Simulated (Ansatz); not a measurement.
The first iterations of a band of a periodic cell of 32 atoms, Si10H5Cl (surface Si(100)-2x1, partly H-covered, underside capped with H, adsorbate Cl2, already come apart at the first end).

These are results of DFT PBEsol, scalar-relativistic, plane waves, PAW in Ansatz, not measurements. Settings: PAW set soft_1, cutoff 420 eV, k mesh 2x2x1, fermi-dirac smearing 0.02 eV, no spin polarisation.

* movable images: 7
* climbing image: yes
* spring: 5.0 eV/Å²
* optimiser: quadratic models (default)
* start path: IDPP
* force threshold: 0.05 eV/Å
* iteration limit: 39
* end points: relaxed
* atoms held: 1 to 12

Initial state:

```xyz
32
Lattice="7.6792 0.0000 0.0000 0.0000 7.6792 0.0000 0.0000 0.0000 20.2544" Properties=species:S:1:pos:R:3
H 3.144 0.000 1.000
H 0.696 0.000 1.000
H 6.983 0.000 1.000
H 4.535 0.000 1.000
H 3.144 3.840 1.000
H 0.696 3.840 1.000
H 6.983 3.840 1.000
H 4.535 3.840 1.000
Si 1.920 0.000 1.865
Si 5.759 0.000 1.865
Si 1.920 3.840 1.865
Si 5.759 3.840 1.865
Si 1.918 1.920 3.151
Si 5.757 1.920 3.150
Si 1.920 5.759 3.261
Si 5.760 5.759 3.261
Si -0.002 1.934 4.456
Si 3.838 1.934 4.457
Si 0.000 5.758 4.657
Si 3.840 5.758 4.658
Si 0.003 0.092 5.905
Si 3.842 0.091 5.907
Si 0.001 3.756 5.927
Si 3.840 3.756 5.928
Si 1.922 0.733 7.100
Si 5.763 0.733 7.100
Si 1.921 3.141 7.131
Si 5.760 3.141 7.130
H 1.918 3.625 8.554
H 5.759 3.627 8.552
Cl 5.762 -0.014 9.040
Cl 1.919 -0.010 9.041
```

Final state:

```xyz
32
Lattice="7.6792 0.0000 0.0000 0.0000 7.6792 0.0000 0.0000 0.0000 20.2544" Properties=species:S:1:pos:R:3
H 3.144 0.000 1.000
H 0.696 0.000 1.000
H 6.983 0.000 1.000
H 4.535 0.000 1.000
H 3.144 3.840 1.000
H 0.696 3.840 1.000
H 6.983 3.840 1.000
H 4.535 3.840 1.000
Si 1.920 0.000 1.865
Si 5.759 0.000 1.865
Si 1.920 3.840 1.865
Si 5.759 3.840 1.865
Si 1.920 1.920 3.151
Si 5.759 1.920 3.151
Si 1.920 5.759 3.262
Si 5.759 5.759 3.262
Si 0.000 1.933 4.457
Si 3.839 1.933 4.457
Si 0.000 5.758 4.658
Si 3.840 5.758 4.658
Si 0.000 0.091 5.907
Si 3.840 0.091 5.907
Si 0.000 3.755 5.927
Si 3.840 3.755 5.927
Si 1.920 0.730 7.103
Si 5.760 0.730 7.103
Si 1.920 3.139 7.129
Si 5.759 3.139 7.129
H 1.920 3.625 8.551
H 5.759 3.624 8.552
Cl 1.920 -0.015 9.043
Cl 5.759 -0.015 9.043
```

| iteration | highest image above the first end (eV) | largest band force component (eV/Å) |
| --- | --- | --- |
| 1 | 6.099 | 2.640 |
| 2 | 5.444 | 2.074 |
| 3 | 5.031 | 2.267 |
| 4 | 4.639 | 1.016 |
| 5 | 4.238 | 0.947 |
| 6 | 4.060 | 0.932 |
| 7 | 3.821 | 0.959 |
| 8 | 3.583 | 0.856 |
| 9 | 3.366 | 0.480 |
| 10 | 3.243 | 0.692 |

Question: Does the band converge within its limit, and where does its top end?

Answer: The forces met the threshold. It ended after 32 iterations with the highest image 2.173 eV above the first end. The profile has 2 maxima (images 4, 6) with wells between them (image 5): this band takes more than one step, which may be the mechanism or a detour left from its start path. Neighbouring images differ by up to 1.4 eV, so the band resolves the path poorly. By the program's own check the climbing image is of a kind that is not told: the force calls were inconclusive, a negative curvature could not be distinguished from the path's own, the only one lies far off the path, or fixed occupations may fill a level only in part (lowest curvatures found: -0.14 and 0.12 eV/Å²). Limits of this set-up: coarse k mesh, thin slab, slab without dipole correction, no dispersion correction for a molecule that may bind weakly, PAW files made for another functional.

Run time: 73 min on 2 threads of Arm Neoverse V1, with other jobs on the host, peak memory 3.1 GiB.
